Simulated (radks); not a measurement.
Results of a calculation; reference values are marked as such.
Initial-state core-level shifts of the titanium ion Ti+ when its valence configuration changes from [Ar] 3d2 4s1. Level of theory: non-relativistic Kohn-Sham, BLYP, spin-polarised, spherical densities, point nucleus; open shells are filled with parallel spins first (a radial shooting solver on a logarithmic mesh with Libxc functionals). Shifts are changes of the shell-averaged eigenvalues in eV (positive: less bound); the change of the density at the nucleus, which sets a Mossbauer isomer shift, is in e/bohr^3, on a base of 7143.

\begin{tabular}{lrrrrr}
valence & 2s & 2p & 3s & 3p & density at nucleus \\ \hline
3d3 & +5.306 & +5.236 & +4.647 & +4.458 & -4.5861 \\
3d2.5 4s0.5 & +2.863 & +2.825 & +2.474 & +2.372 & -2.4726 \\
3d1 4s2 & -7.120 & -7.033 & -5.906 & -5.664 & +6.0343 \\
3d1.5 4s1.5 & -3.352 & -3.311 & -2.835 & -2.722 & +2.7371 \\
3d1 4s1 4p1 & -8.132 & -8.039 & -6.887 & -6.628 & +2.0288 \\
4s1 4p2 & -17.676 & -17.469 & -14.409 & -13.849 & +4.7161 \\
3d2 4p1 & -1.145 & -1.145 & -1.173 & -1.166 & -3.7670 \\
3d0.5 4s2 4p0.5 & -11.847 & -11.707 & -9.719 & -9.330 & +7.8221 \\
4s0.5 4p2.5 & -18.215 & -18.005 & -14.925 & -14.358 & +2.1597 \\
\end{tabular}
